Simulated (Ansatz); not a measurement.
Ansatz (a program for electronic structure) input file for WOF3, SMILES [W]([F])([F])(=[O])[F] (connectivity only; charge and spin as stated), neutral, multiplicity 2, r2SCAN-D4/def2-SVP. 

Ansatz 0.2 input:
```yaml
crystal:
  periodic: [false, false, false]
  atoms:
    - {symbol: W, position_ang: [-0.06514268, 0.08752465, -0.00000000]}
    - {symbol: O, position_ang: [0.63875421, 1.61543746, -0.00000002]}
    - {symbol: F, position_ang: [-0.33282315, -0.25623026, 1.79993334]}
    - {symbol: F, position_ang: [0.63348239, -1.64313095, 0.00000002]}
    - {symbol: F, position_ang: [-0.33282315, -0.25623029, -1.79993334]}
basis:
  gaussian:
    orbitals: def2-SVP
hamiltonian:
  xc: r2scan
  dispersion: d4
magnetization: {spin_polarized: true, initial_magnetization: 1}
relax: {f_tol: 0.002, max_steps: 200}
```

It prints:

```
WARN ansatz: RAYON_NUM_THREADS=1 ignored (pool sized by the plan → 1); use --threads N
Functional definition: r2SCAN
integrals: 0.04 GiB planned
894 factors; their error is unknown
mean field: 0.34 GiB planned
mean field evaluation 1: about -12003.5654 eV, gradient 6.1e1 eV
mean field evaluation 2: about -11789.6419 eV, gradient 2.0e2 eV
mean field evaluation 4: about -12014.5385 eV, gradient 2.4e1 eV
mean field evaluation 8: about -12016.5649 eV, gradient 3.6e-1 eV
mean field evaluation 16: about -12016.5201 eV, gradient 4.4e-4 eV
mean field evaluation 32: about -12015.5001 eV, gradient 1.0e0 eV
mean field -12016.52011057 eV, -441.5989689737 hartree, gradient 2.0e-5 eV, S^2 0.753023; 4 other end points of the search recorded, 0 dependent functions left out
the calculation of the forces begins
reference -12016.52014525 eV, -441.5989702481 hartree; 25, 24 occupied and 63, 64 virtual orbitals, 894 factors
relax step   1: F+E_penalty+E_count = -12016.54183063 eV  Δ(F+E_penalty+E_count) = +0.000e0 eV  max|allowed force component| = 1.554e0 eV/Å  Δτ_max = 0.0000 Å  (107 SCF iters, accepted)
these checks for a lower state are left out or cut short: starts, cluster_reference, orbital_swaps, neighbouring_geometries, increment
integrals: 0.04 GiB planned
894 factors; their error is unknown
mean field: 0.34 GiB planned
mean field -12016.85521125 eV, -441.6112836966 hartree, gradient 1.8e-5 eV, S^2 0.752902; 0 other end points of the search recorded, 0 dependent functions left out
the calculation of the forces begins
reference -12016.85524639 eV, -441.6112849879 hartree; 25, 24 occupied and 63, 64 virtual orbitals, 894 factors
relax step   2: F+E_penalty+E_count = -12016.87679860 eV  Δ(F+E_penalty+E_count) = -3.350e-1 eV  max|allowed force component| = 9.953e-1 eV/Å  Δτ_max = 0.1952 Å  (50 SCF iters, accepted)
these checks for a lower state are left out or cut short: starts, cluster_reference, orbital_swaps, neighbouring_geometries, increment
integrals: 0.04 GiB planned
894 factors; their error is unknown
mean field: 0.34 GiB planned
mean field -12016.92809006 eV, -441.6139619433 hartree, gradient 2.0e-5 eV, S^2 0.752644; 0 other end points of the search recorded, 0 dependent functions left out
the calculation of the forces begins
reference -12016.92812536 eV, -441.6139632405 hartree; 25, 24 occupied and 63, 64 virtual orbitals, 894 factors
relax step   3: F+E_penalty+E_count = -12016.94974397 eV  Δ(F+E_penalty+E_count) = -7.295e-2 eV  max|allowed force component| = 3.661e-1 eV/Å  Δτ_max = 0.1164 Å  (44 SCF iters, accepted)
these checks for a lower state are left out or cut short: starts, cluster_reference, orbital_swaps, neighbouring_geometries, increment
integrals: 0.04 GiB planned
894 factors; their error is unknown
mean field: 0.34 GiB planned
mean field evaluation 64: about -12016.9340 eV, gradient 1.9e-5 eV
mean field -12016.93399173 eV, -441.6141788256 hartree, gradient 1.9e-5 eV, S^2 0.752605; 0 other end points of the search recorded, 0 dependent functions left out
the calculation of the forces begins
reference -12016.93402701 eV, -441.6141801222 hartree; 25, 24 occupied and 63, 64 virtual orbitals, 894 factors
relax step   4: F+E_penalty+E_count = -12016.95567129 eV  Δ(F+E_penalty+E_count) = -5.927e-3 eV  max|allowed force component| = 3.958e-2 eV/Å  Δτ_max = 0.0168 Å  (38 SCF iters, accepted)
these checks for a lower state are left out or cut short: starts, cluster_reference, orbital_swaps, neighbouring_geometries, increment
integrals: 0.04 GiB planned
894 factors; their error is unknown
mean field: 0.34 GiB planned
mean field -12016.93425749 eV, -441.6141885920 hartree, gradient 2.0e-5 eV, S^2 0.752619; 0 other end points of the search recorded, 0 dependent functions left out
the calculation of the forces begins
reference -12016.93429276 eV, -441.6141898883 hartree; 25, 24 occupied and 63, 64 virtual orbitals, 894 factors
relax step   5: F+E_penalty+E_count = -12016.95593863 eV  Δ(F+E_penalty+E_count) = -2.673e-4 eV  max|allowed force component| = 7.760e-3 eV/Å  Δτ_max = 0.0047 Å  (40 SCF iters, accepted)
these checks for a lower state are left out or cut short: starts, cluster_reference, orbital_swaps, neighbouring_geometries, increment
integrals: 0.04 GiB planned
894 factors; their error is unknown
mean field: 0.34 GiB planned
mean field -12016.93425358 eV, -441.6141884484 hartree, gradient 1.9e-5 eV, S^2 0.752629; 0 other end points of the search recorded, 0 dependent functions left out
the calculation of the forces begins
reference -12016.93428885 eV, -441.6141897445 hartree; 25, 24 occupied and 63, 64 virtual orbitals, 894 factors
relax step   6: F+E_penalty+E_count = -12016.95593341 eV  Δ(F+E_penalty+E_count) = +5.215e-6 eV  max|allowed force component| = 4.036e-3 eV/Å  Δτ_max = 0.0025 Å  (40 SCF iters, rejected (line search))
these checks for a lower state are left out or cut short: starts, cluster_reference, orbital_swaps, neighbouring_geometries, increment
integrals: 0.04 GiB planned
894 factors; their error is unknown
mean field: 0.34 GiB planned
mean field -12016.93426401 eV, -441.6141888319 hartree, gradient 1.9e-5 eV, S^2 0.752624; 0 other end points of the search recorded, 0 dependent functions left out
the calculation of the forces begins
reference -12016.93429928 eV, -441.6141901281 hartree; 25, 24 occupied and 63, 64 virtual orbitals, 894 factors
relax step   7: F+E_penalty+E_count = -12016.95594456 eV  Δ(F+E_penalty+E_count) = -5.929e-6 eV  max|allowed force component| = 1.193e-3 eV/Å  Δτ_max = 0.0010 Å  (42 SCF iters, accepted)
integrals: 0.04 GiB planned
894 factors; their error is unknown
mean field: 0.34 GiB planned
mean field evaluation 96: about -12014.9986 eV, gradient 2.4e1 eV
mean field -12016.93426401 eV, -441.6141888319 hartree, gradient 2.6e-5 eV, S^2 0.752624; 4 other end points of the search recorded, 0 dependent functions left out
the calculation of the forces begins
reference -12016.93429928 eV, -441.6141901281 hartree; 25, 24 occupied and 63, 64 virtual orbitals, 894 factors
Total energy: -12016.95597983 eV, -441.6149868734 hartree
Atom 0 at     0.091175    -0.013235     0.000000 Å, force     0.000539     0.001193     0.000000 eV/Å
Atom 1 at     0.744660     1.557679    -0.000000 Å, force    -0.000320    -0.000615     0.000000 eV/Å
Atom 2 at    -0.601190    -0.143166     1.716337 Å, force    -0.000134    -0.000106     0.000103 eV/Å
Atom 3 at     0.907991    -1.710741     0.000000 Å, force     0.000049    -0.000365    -0.000000 eV/Å
Atom 4 at    -0.601190    -0.143166    -1.716337 Å, force    -0.000134    -0.000106    -0.000103 eV/Å
Dipole moment:    -0.094886    -0.105880     0.000000 e Å
```

The calculation finished and met its thresholds.

Cost: around 80 core-seconds (rough).
